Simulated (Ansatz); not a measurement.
HO2, doublet, at a GFN2-xTB geometry; Ansatz (a program for electronic structure) with CCSD(T)/6-31G**.

Here is a job for Ansatz.
Ansatz 0.2 input:
```yaml
crystal:
  periodic: [false, false, false]
  atoms:
    - {symbol: O, position_ang: [0.06734955, 0.70545160, -0.04079075]}
    - {symbol: O, position_ang: [0.02832837, -0.59600105, -0.02035813]}
    - {symbol: H, position_ang: [-0.76542330, -0.87560443, 0.48919096]}
basis:
  gaussian:
    orbitals: 6-31G__.json
magnetization: {spin_polarized: true, initial_magnetization: 1}
correlation: {method: ccsd_t, electrons: outside_noble_gas}
accuracy: high
```
The basis file holds 6-31G** in the JSON format of the Basis Set Exchange.

What the program printed (banner, timings and long lists left out):

```
Functional definition: HF
631 factors; integrals over basis functions are off by at most 3.0e-9 eV
mean field evaluation 1: about -4084.9880 eV, gradient 1.5e1 eV
mean field evaluation 2: about -4085.0088 eV, gradient 1.5e1 eV
mean field evaluation 4: about -4086.2546 eV, gradient 2.8e0 eV
mean field evaluation 8: about -4086.4705 eV, gradient 4.5e-1 eV
mean field evaluation 16: about -4086.4764 eV, gradient 2.1e-6 eV
mean field evaluation 32: about -4085.6886 eV, gradient 3.7e0 eV
mean field evaluation 64: about -4085.7377 eV, gradient 2.7e0 eV
mean field evaluation 96: about -4085.7818 eV, gradient 1.6e-1 eV
mean field -4086.47640595 eV, -150.1752380054 hartree, gradient 3.2e-8 eV, S^2 0.759411; 6 other end points of the search recorded, 0 dependent functions left out
determinant -4086.47640595 eV, -150.1752380054 hartree, with singles and doubles -4096.03957042 eV, -150.5266778177 hartree
determinant -4085.78260433 eV, -150.1497412661 hartree, with singles and doubles -4095.00884482 eV, -150.4887993506 hartree
2 core orbitals not correlated
reference -4086.47640595 eV, -150.1752380054 hartree; 7, 6 occupied and 26, 27 virtual orbitals, 631 factors
second order -9.04158388 eV of doubles, -0.00000000 eV of singles
cycle   1  -9.56252224 eV  change    6.4e-4 eV  update   9.8e-4
cycle   2  -9.56275237 eV  change   -2.3e-4 eV  update   5.6e-4
cycle   3  -9.56226643 eV  change    4.9e-4 eV  update   2.2e-4
cycle   4  -9.56252651 eV  change   -2.6e-4 eV  update   1.1e-4
cycle   5  -9.56278844 eV  change   -2.6e-4 eV  update   3.7e-5
cycle   6  -9.56281354 eV  change   -2.5e-5 eV  update   1.1e-5
cycle   7  -9.56280574 eV  change    7.8e-6 eV  update   4.9e-6
cycle   8  -9.56280613 eV  change   -3.9e-7 eV  update   1.5e-6
cycle   9  -9.56280762 eV  change   -1.5e-6 eV  update   6.0e-7
cycle  10  -9.56280822 eV  change   -6.0e-7 eV  update   2.1e-7
cycle  11  -9.56280827 eV  change   -4.7e-8 eV  update   7.5e-8
cycle  12  -9.56280830 eV  change   -3.6e-8 eV  update   3.7e-8
cycle  13  -9.56280828 eV  change    2.5e-8 eV  update   2.1e-8
cycle  14  -9.56280796 eV  change    3.1e-7 eV  update   8.5e-8
cycle  15  -9.56280787 eV  change    8.9e-8 eV  update   3.6e-8
cycle  16  -9.56280783 eV  change    4.2e-8 eV  update   1.5e-8
cycle  17  -9.56280783 eV  change    2.1e-9 eV  update   5.4e-9
cycle  18  -9.56280783 eV  change  -7.3e-10 eV  update   2.3e-9
cycle  19  -9.56280783 eV  change  -5.7e-10 eV  update  8.5e-10
perturbative correction -0.22730757 eV, -0.0083533992 hartree
Total energy: -4096.26652135 eV, -150.5350181105 hartree
```
